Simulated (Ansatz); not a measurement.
CH6AlFOSi can be A, `C[SiH](F)[O][AlH2]`, or B, `[OH][Al]([F])[CH2][SiH3]`.

Program: Ansatz. Geometries: PBE0-D4/def2-TZVP. ΔE: electronic, gas phase. CCSD(T)/CBS adds triple-zeta CCSD(T) − MP2 to the extrapolated MP2 energy (def2 sets, frozen cores). DFT in def2-TZVPP. B3LYP here is the variant with VWN-RPA as its local correlation; programs differ in this. One conformer a species, not always the lowest.

(1) Which isomer does CCSD(T)/CBS put lower? Give the gap. (An estimate is asked.)

(2) Give E(B) − E(A) in kJ/mol with B3LYP, PBE-D4, r2SCAN-D4, PBE0-D4, MP2/def2-TZVPP, CCSD/def2-TZVPP, HF/def2-TZVPP. (An estimate is asked.)

Largest T1 diagnostic: 0.012.

Results:

(1) Ansatz gave: A, by 69.1 kJ/mol.

(2) The calculation gave: B3LYP 72.9, PBE-D4 54.6, r2SCAN-D4 67.8, PBE0-D4 62.6, MP2/def2-TZVPP 66.8, CCSD/def2-TZVPP 73.0, HF/def2-TZVPP 101.8. None reverses the order clearly.

From PBE to PBE0 (25 % exact exchange), in def2-TZVPP and without D4, E(B) − E(A) moves by +8.2 kJ/mol. In def2-TZVPP, CCSD(T) changes the Hartree–Fock value by −32.9 kJ/mol (the triples alone add −4.2 kJ/mol) and MP2 by −34.9 kJ/mol.
